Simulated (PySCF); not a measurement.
**Br (bromine, neutral): UHF calculation**

Configuration: [Ar] 3d10 4s2 4p4 5s1, high-spin 4P determinant (an excited configuration). Calculation: PySCF 2.14, in aug-cc-pwCVTZ-PP with ECP10MDF; a scalar-relativistic core potential.

* Total energy: -415.221096 hartree
* One-electron energy: -725.0262 hartree
* Hartree (Coulomb) energy: 339.4862 hartree
* Exchange energy: -29.6811 hartree
* ⟨S²⟩: 3.7590
* ⟨L²⟩: 2.054
* Sum of ⟨r⟩: 26.54 bohr
* Sum of ⟨r²⟩: 58.33 bohr²
* Traceless quadrupole moment −½Σ⟨3z² − r²⟩ along its main axis: -0.885 e·bohr²

| shell | electrons | mean orbital energy (hartree) | spread (hartree) | rms radius, mean of both spins (bohr) |
| --- | --- | --- | --- | --- |
| 3s α | 1 | -10.06708 | 0 | 0.590 |
| 3s β | 1 | -10.04404 | 0 | 0.590 |
| 3p α | 3 | -7.81248 | 0.02569 | 0.609 |
| 3p β | 3 | -7.78807 | 0.00374 | 0.609 |
| 3d α | 5 | -3.35974 | 0.02371 | 0.643 |
| 3d β | 5 | -3.34420 | 0.00940 | 0.643 |
| 4s α | 1 | -1.28307 | 0 | 1.77 |
| 4s β | 1 | -1.05319 | 0 | 1.77 |
| 4p α | 3 | -0.65350 | 0.07073 | 2.14 |
| 4p β | 1 | -0.56263 | 0 | 2.14 |
| 5s α | 1 | -0.12409 | 0 | 5.16 |

Energies and moments cover only the electrons outside the core potential. The outer electron is Rydberg-like, and this basis confines it to a smaller radius and binds it less than a complete one would.
